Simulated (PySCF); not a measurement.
PySCF job for FH2MoNO2, SMILES [F][Mo]([OH])(=[O])=[NH], multiplicity 1, TDA-PBE/def2-SVPD. Geometry: B3LYP-D3(BJ)/def2-SVP. The multiplicity is an assumed one; no other spin state was optimised. The structure was generated by enumeration; whether it is a known compound was not checked. The def2 effective core potentials stand for the cores of Mo; spin–orbit coupling is left out. The values are those of a single conformer.

```python
import numpy as np
from pyscf import gto, scf, dft, tdscf

mol = gto.M(
    atom='''
    Mo    0.04059068   -0.00928803    0.00041915
    O     1.65964128    0.02366309    0.45467243
    N    -0.06162486    0.21125259   -1.71579369
    H     0.47266132    0.33978406   -2.57672238
    F    -0.73311418   -1.65097722    0.42669412
    O    -0.87449002    1.39925924    0.83870548
    H    -1.42927799    2.04696163    0.38240318
    ''',
    basis='def2-SVPD',
    ecp={'Mo': 'def2-svp'},
    charge=0,
    spin=0,
    max_memory=1600,
    verbose=4,
)
mf = dft.RKS(mol, xc='pbe').density_fit(auxbasis='def2-universal-jkfit')
mf.grids.level = 3
mf.conv_tol = 1e-9
mf.max_cycle = 100
mf.kernel()
mf.grids = dft.Grids(mol).set(level=1).build(with_non0tab=True)  # coarser grid for the response kernel
td = tdscf.TDA(mf)
td.singlet = True
td.nstates = 10
td.conv_tol = 1e-4
td.positive_eig_threshold = 1e-6
td.kernel(x0=td.get_init_guess(mf, 15))
td.analyze()
tt = tdscf.TDA(mf)
tt.singlet = False
tt.nstates = 4
tt.conv_tol = 1e-4
tt.positive_eig_threshold = 1e-6
tt.kernel(x0=tt.get_init_guess(mf, 9))
tt.analyze(verbose=3)
```

It prints:

```
PySCF version 2.14.0

[INPUT] verbose = 4
[INPUT] num. atoms = 7
[INPUT] num. electrons = 48
[INPUT] charge = 0
[INPUT] spin (= nelec alpha-beta = 2S) = 0
[INPUT] symmetry False subgroup None
[INPUT] Mole.unit = angstrom
[INPUT] Symbol           X                Y                Z      unit          X                Y                Z       unit  Magmom
[INPUT]  1 Mo     0.040590680000  -0.009288030000   0.000419150000 AA    0.076705268410  -0.017551832937   0.000792078705 Bohr   0.0
[INPUT]  2 O      1.659641280000   0.023663090000   0.454672430000 AA    3.136267484223   0.044716759361   0.859206369090 Bohr   0.0
[INPUT]  3 N     -0.061624860000   0.211252590000  -1.715793690000 AA   -0.116454107865   0.399209538205  -3.242380160357 Bohr   0.0
[INPUT]  4 H      0.472661320000   0.339784060000  -2.576722380000 AA    0.893200444475   0.642098814893  -4.869299597237 Bohr   0.0
[INPUT]  5 F     -0.733114180000  -1.650977220000   0.426694120000 AA   -1.385385018235  -3.119894783696   0.806335025762 Bohr   0.0
[INPUT]  6 O     -0.874490020000   1.399259240000   0.838705480000 AA   -1.652546636465   2.644216740867   1.584923656372 Bohr   0.0
[INPUT]  7 H     -1.429277990000   2.046961630000   0.382403180000 AA   -2.700943956969   3.868196868193   0.722637279363 Bohr   0.0

nuclear repulsion = 222.864094786408
number of shells = 55
number of NR pGTOs = 209
number of NR cGTOs = 139
basis = def2-SVPD
ecp = {'Mo': 'def2-svp'}


[settings echo left out]
init E= -366.631093584522
  HOMO = -0.544082490566802  LUMO = -0.363757722960251  gap/eV = 4.90689
cycle= 1 E= -373.676902920164  delta_E= -7.05  |g|= 1.53  |ddm|= 4.13
  HOMO = -0.122978675802115  LUMO = -0.0953327353023106  gap/eV = 0.75228
cycle= 2 E= -366.368718057073  delta_E= 7.31  |g|= 5.44  |ddm|=  6.6
  HOMO = -0.17030327115817  LUMO = -0.0286835072947223  gap/eV = 3.85367
cycle= 3 E= -373.774680955381  delta_E= -7.41  |g|= 1.26  |ddm|= 5.64
  HOMO = -0.26009666425704  LUMO = -0.110294174579894  gap/eV = 4.07633
cycle= 4 E= -374.008697520662  delta_E= -0.234  |g|= 0.787  |ddm|= 1.68
  HOMO = -0.284704358127565  LUMO = -0.150356831538518  gap/eV = 3.65578
cycle= 5 E= -374.042241042768  delta_E= -0.0335  |g|= 0.624  |ddm|= 1.02
  HOMO = -0.280933795290525  LUMO = -0.122275811615037  gap/eV = 4.31730
cycle= 6 E= -374.117008993458  delta_E= -0.0748  |g|= 0.256  |ddm|= 0.655
  HOMO = -0.266901383533293  LUMO = -0.118446910945932  gap/eV = 4.03965
cycle= 7 E= -374.128000258411  delta_E= -0.011  |g|= 0.135  |ddm|= 0.235
  HOMO = -0.268842704266532  LUMO = -0.116921389885562  gap/eV = 4.13399
cycle= 8 E= -374.130418055572  delta_E= -0.00242  |g|= 0.0768  |ddm|= 0.0868
  HOMO = -0.268628705302219  LUMO = -0.117879899259358  gap/eV = 4.10208
cycle= 9 E= -374.131419307893  delta_E= -0.001  |g|= 0.0314  |ddm|= 0.0548
  HOMO = -0.269124027812597  LUMO = -0.117113153236963  gap/eV = 4.13643
cycle= 10 E= -374.131583081477  delta_E= -0.000164  |g|= 0.011  |ddm|= 0.0265
  HOMO = -0.26903500937664  LUMO = -0.117348837536501  gap/eV = 4.12759
cycle= 11 E= -374.131606433399  delta_E= -2.34e-05  |g|= 0.00154  |ddm|= 0.00891
  HOMO = -0.268978280483877  LUMO = -0.117335034443988  gap/eV = 4.12642
cycle= 12 E= -374.131607053769  delta_E= -6.2e-07  |g|= 0.0002  |ddm|= 0.00171
  HOMO = -0.26898918809185  LUMO = -0.117350245329034  gap/eV = 4.12631
cycle= 13 E= -374.131607061617  delta_E= -7.85e-09  |g|= 6.29e-05  |ddm|= 0.000222
  HOMO = -0.268994133557991  LUMO = -0.117355609124862  gap/eV = 4.12629
cycle= 14 E= -374.131607062078  delta_E= -4.62e-10  |g|= 4.02e-05  |ddm|= 9.55e-05
  HOMO = -0.268990367107778  LUMO = -0.11735115565949  gap/eV = 4.12631
cycle= 15 E= -374.131607062465  delta_E= -3.87e-10  |g|= 3.32e-06  |ddm|= 5.44e-05
  HOMO = -0.268990765227626  LUMO = -0.117351267943015  gap/eV = 4.12632
Extra cycle  E= -374.131607062413  delta_E= 5.24e-11  |g|= 1.61e-05  |ddm|= 1.57e-05
converged SCF energy = -374.131607062413
tot grids = 33896
Overwritten attributes  positive_eig_threshold  of <class 'pyscf.tdscf.rks.TDA'>


******** <class 'pyscf.tdscf.rks.TDA'> for <class 'pyscf.df.df_jk.DFRKS'> ********
nstates = 10 singlet
deg_eia_thresh = 1.000e-03
wfnsym = None
conv_tol = 0.0001
eigh lindep = 1e-12
eigh level_shift = 0
eigh max_cycle = 100


Excitation energies (eV)
[4.4428095  4.58193897 4.91940515 5.24140537 5.45449051 5.50857536
 5.67040152 5.79116861 5.92126803 6.11197659]

** Singlet excitation energies and oscillator strengths **
Excited State   1:      4.44281 eV    279.07 nm  f=0.0057
      23 -> 25       -0.18625
      23 -> 26        0.11621
      24 -> 25       -0.55125
      24 -> 26        0.37075
Excited State   2:      4.58194 eV    270.59 nm  f=0.0051
      23 -> 26       -0.19849
      24 -> 25        0.33290
      24 -> 26        0.57692
Excited State   3:      4.91941 eV    252.03 nm  f=0.0058
      23 -> 25        0.66140
      23 -> 26        0.14175
      24 -> 26        0.13753
Excited State   4:      5.24141 eV    236.55 nm  f=0.0007
      22 -> 25       -0.65002
      22 -> 26        0.22053
      23 -> 26        0.11289
Excited State   5:      5.45449 eV    227.31 nm  f=0.0026
      23 -> 26        0.14175
      24 -> 27        0.66659
      24 -> 28        0.14622
Excited State   6:      5.50858 eV    225.07 nm  f=0.0021
      21 -> 25        0.15271
      22 -> 25       -0.16837
      22 -> 26       -0.37738
      23 -> 26       -0.34071
      24 -> 28        0.40429
Excited State   7:      5.67040 eV    218.65 nm  f=0.0019
      21 -> 25       -0.45554
      22 -> 26        0.30283
      24 -> 28        0.41239
Excited State   8:      5.79117 eV    214.09 nm  f=0.0121
      21 -> 25       -0.17592
      22 -> 26       -0.30275
      23 -> 26        0.30038
      23 -> 27        0.42766
      23 -> 28        0.14843
      24 -> 28        0.12642
      24 -> 30        0.14846
Excited State   9:      5.92127 eV    209.39 nm  f=0.0058
      20 -> 25       -0.12199
      21 -> 25        0.24431
      21 -> 26        0.59563
      22 -> 25        0.10929
      24 -> 28        0.14829
Excited State  10:      6.11198 eV    202.85 nm  f=0.0253
      21 -> 25        0.27872
      21 -> 26       -0.29433
      21 -> 27        0.16869
      22 -> 27       -0.26949
      22 -> 28       -0.16946
      23 -> 26        0.16181
      23 -> 27       -0.15870
      24 -> 27       -0.12763
      24 -> 28        0.23840
      24 -> 29       -0.11442
      24 -> 30        0.15008

** Transition electric dipole moments (AU) **
state          X           Y           Z        Dip. S.      Osc.
  1        -0.0669     -0.0066     -0.2193      0.0526      0.0057
  2         0.0264     -0.0226      0.2107      0.0456      0.0051
  3         0.0205     -0.1856     -0.1141      0.0479      0.0058
  4        -0.0152      0.0690      0.0290      0.0058      0.0007
  5        -0.0346     -0.1352      0.0018      0.0195      0.0026
  6        -0.0069      0.0772     -0.0985      0.0157      0.0021
  7         0.1150     -0.0084     -0.0190      0.0136      0.0019
  8        -0.0299      0.0236      0.2901      0.0856      0.0121
  9         0.1633     -0.0704      0.0911      0.0399      0.0058
 10         0.3488     -0.0232      0.2161      0.1689      0.0253

WARN: ECP detected. Skipping calculation of transition velocity and magnetic dipole moments, which have not yet been implemented.



******** <class 'pyscf.tdscf.rks.TDA'> for <class 'pyscf.df.df_jk.DFRKS'> ********
nstates = 4 triplet
deg_eia_thresh = 1.000e-03
wfnsym = None
conv_tol = 0.0001
eigh lindep = 1e-12
eigh level_shift = 0
eigh max_cycle = 100


Excitation energies (eV)
[3.76858112 4.0976362  4.36270052 4.6151034 ]

** Triplet excitation energies and oscillator strengths **
Excited State   1:      3.76858 eV    328.99 nm  f=0.0000
Excited State   2:      4.09764 eV    302.57 nm  f=0.0000
Excited State   3:      4.36270 eV    284.19 nm  f=0.0000
Excited State   4:      4.61510 eV    268.65 nm  f=0.0000
```

Self-consistency was reached.

Cost: about 60 core-seconds (a rough figure).
